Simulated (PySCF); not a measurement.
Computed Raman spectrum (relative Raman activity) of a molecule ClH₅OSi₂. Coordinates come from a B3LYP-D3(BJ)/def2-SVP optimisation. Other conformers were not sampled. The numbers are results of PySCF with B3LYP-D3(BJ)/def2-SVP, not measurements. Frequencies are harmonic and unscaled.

Lines under 2 % of the strongest are left out, and lines within 2 cm⁻¹ are merged.

| ν (cm⁻¹) | relative intensity |
|---|---|
| 410 | 5.6 |
| 511 | 3.1 |
| 743 | 3.1 |
| 821 | 2.3 |
| 841 | 2.8 |
| 932 | 4.4 |
| 942 | 6.9 |
| 947 | 4.2 |
| 2207 | 30 |
| 2218 | 100 |
| 2225 | 35 |
| 2233 | 25 |
| 3852 | 53 |

Which structure fits?
A. [SiH3]O[SiH2]Cl
B. O[SiH2][SiH2]Cl
C. O[Si@@H]([SiH3])Cl

C, O[Si@@H]([SiH3])Cl
